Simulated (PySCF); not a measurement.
C4H5NSi. Atoms are numbered in the order given.

```xyz
11

N     -0.1483     3.0345     0.0000
C      0.0054     1.8680     0.0000
C      0.1301     0.4584     0.0000
C      1.2591    -0.3195     0.0000
C      0.8382    -1.7772     0.0000
Si    -0.9586    -1.0935     0.0000
H      2.3041     0.0471     0.0000
H      1.1686    -2.3436    -0.8967
H      1.1686    -2.3436     0.8967
H     -1.7893    -1.3348    -1.2291
H     -1.7893    -1.3348     1.2291
```

Coordinates come from a PBE-D3(BJ)/def2-SVP optimisation. The structure was generated by enumeration, and PubChem lists no compound with its InChIKey, so it may never have been made.

All values below come from PBE-D3(BJ)/def2-SVP (PySCF).

Frequencies are harmonic and unscaled.

**Question.** Give all harmonic wavenumbers and intensities. (The exact figures need the calculation; the answer reports its results.)

**Answer.** 
```json
[
 {"mode": "1", "ν (cm⁻¹)": "151", "IR (km/mol)": "0.3", "moving atoms (share of kinetic energy)": "C 47 %, H 33 %, N 19 %"},
 {"mode": "2", "ν (cm⁻¹)": "154", "IR (km/mol)": "2.5", "moving atoms (share of kinetic energy)": "N 40 %, C 33 %, Si 18 %, H 9 %"},
 {"mode": "3", "ν (cm⁻¹)": "206", "IR (km/mol)": "0.5", "moving atoms (share of kinetic energy)": "C 50 %, H 41 %, N 9 %"},
 {"mode": "4", "ν (cm⁻¹)": "456", "IR (km/mol)": "0.0", "moving atoms (share of kinetic energy)": "H 64 %, C 27 %"},
 {"mode": "5", "ν (cm⁻¹)": "458", "IR (km/mol)": "4.8", "moving atoms (share of kinetic energy)": "C 53 %, N 21 %, Si 20 %"},
 {"mode": "6", "ν (cm⁻¹)": "503", "IR (km/mol)": "7.5", "moving atoms (share of kinetic energy)": "C 52 %, Si 35 %"},
 {"mode": "7", "ν (cm⁻¹)": "535", "IR (km/mol)": "5.9", "moving atoms (share of kinetic energy)": "H 65 %, C 32 %"},
 {"mode": "8", "ν (cm⁻¹)": "615", "IR (km/mol)": "7.3", "moving atoms (share of kinetic energy)": "C 67 %, Si 16 %, N 10 %"},
 {"mode": "9", "ν (cm⁻¹)": "649", "IR (km/mol)": "33.8", "moving atoms (share of kinetic energy)": "H 56 %, C 37 %"},
 {"mode": "10", "ν (cm⁻¹)": "684", "IR (km/mol)": "1.4", "moving atoms (share of kinetic energy)": "C 55 %, H 36 %"},
 {"mode": "11", "ν (cm⁻¹)": "744", "IR (km/mol)": "84.6", "moving atoms (share of kinetic energy)": "H 71 %, Si 19 %, C 10 %"},
 {"mode": "12", "ν (cm⁻¹)": "768", "IR (km/mol)": "34.8", "moving atoms (share of kinetic energy)": "H 64 %, C 30 %"},
 {"mode": "13", "ν (cm⁻¹)": "846", "IR (km/mol)": "5.7", "moving atoms (share of kinetic energy)": "H 78 %, C 22 %"},
 {"mode": "14", "ν (cm⁻¹)": "917", "IR (km/mol)": "97.7", "moving atoms (share of kinetic energy)": "H 92 %"},
 {"mode": "15", "ν (cm⁻¹)": "932", "IR (km/mol)": "37.0", "moving atoms (share of kinetic energy)": "H 64 %, C 34 %"},
 {"mode": "16", "ν (cm⁻¹)": "1051", "IR (km/mol)": "8.0", "moving atoms (share of kinetic energy)": "H 75 %, C 24 %"},
 {"mode": "17", "ν (cm⁻¹)": "1096", "IR (km/mol)": "4.3", "moving atoms (share of kinetic energy)": "C 64 %, H 33 %"},
 {"mode": "18", "ν (cm⁻¹)": "1140", "IR (km/mol)": "21.1", "moving atoms (share of kinetic energy)": "C 76 %, H 15 %"},
 {"mode": "19", "ν (cm⁻¹)": "1211", "IR (km/mol)": "3.3", "moving atoms (share of kinetic energy)": "H 62 %, C 37 %"},
 {"mode": "20", "ν (cm⁻¹)": "1353", "IR (km/mol)": "9.9", "moving atoms (share of kinetic energy)": "H 89 %, C 10 %"},
 {"mode": "21", "ν (cm⁻¹)": "1581", "IR (km/mol)": "11.6", "moving atoms (share of kinetic energy)": "C 93 %"},
 {"mode": "22", "ν (cm⁻¹)": "2166", "IR (km/mol)": "100.9", "moving atoms (share of kinetic energy)": "H 98 %"},
 {"mode": "23", "ν (cm⁻¹)": "2181", "IR (km/mol)": "98.6", "moving atoms (share of kinetic energy)": "H 96 %"},
 {"mode": "24", "ν (cm⁻¹)": "2256", "IR (km/mol)": "24.5", "moving atoms (share of kinetic energy)": "C 64 %, N 36 %"},
 {"mode": "25", "ν (cm⁻¹)": "2990", "IR (km/mol)": "5.0", "moving atoms (share of kinetic energy)": "H 95 %"},
 {"mode": "26", "ν (cm⁻¹)": "3041", "IR (km/mol)": "0.9", "moving atoms (share of kinetic energy)": "H 90 %, C 10 %"},
 {"mode": "27", "ν (cm⁻¹)": "3057", "IR (km/mol)": "15.6", "moving atoms (share of kinetic energy)": "H 91 %, C 9 %"}
]
```
